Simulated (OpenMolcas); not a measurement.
Ru5+: the spin-orbit constant, worked from levels

```
Program             : OpenMolcas
Basis               : ANO-RCC-VTZP [7s6p4d2f1g]
Scalar Hamiltonian  : DKH2, point nucleus
Active space        : 3 electrons in 5 orbitals (4d)
State averaging     : 2S+1 = 4 even, 10 roots; 2S+1 = 2 even, 40 roots
Spin-orbit coupling : RASSI with atomic mean-field integrals over the reference wave functions, term energies averaged over their components
```

Methods: CASSCF; MS-CASPT2, IPEA 0.25 Eh, imaginary shift 0.1 Eh (closed shells correlated: 4s 4p).

**The spin-orbit constant.** For the Hund term ⁴F of d3, E(J) = (A/2) J(J+1) + constant and ζ = 2S·A = 3A. From J = 3/2 to J = 9/2 the energy changes by 10.5 A.

```csv
Source,E(9/2) - E(3/2),A,ζ
CASSCF,5014.6,477.6,1433
MS-CASPT2,5019.5,478.0,1434
```

All in cm-1. Both methods take the spin-orbit matrix elements from the reference wave functions, so the second can move ζ only through the term energies and any multistate remixing. Second-order mixing with other terms is absorbed into this ζ.

CASPT2 breaks the degeneracy within a term, and the mean is taken; among the terms shown or strongly mixed into the levels shown the widest spread is 1000 cm-1 (4d³ ⁴F, MS-CASPT2). Without dynamic correlation excited terms often stand tens of per cent too high (terms of higher spin than the ground term too low), and those without a measured partner can miss by more than the paired ones (holds for CASSCF). Levels of configurations outside the active space are missing.
